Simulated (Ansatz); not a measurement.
Q: Name a neutral molecule of B, C, F, N, S and H with HOMO–LUMO gap (B3LYP/def2-TZVPP) between 7.05 and 7.35 eV and HOMO–LUMO gap (PBE0/def2-TZVPP) between 7.40 and 7.70 eV (Ansatz, PBE0-D4/def2-TZVP geometry).

A: `CNB(F)S` (7.06 eV, 7.62 eV). Other molecules can fit too; these were computed, each in one conformer that needn't be the lowest.

B3LYP here is the variant with VWN-RPA as its local correlation; programs differ in this.
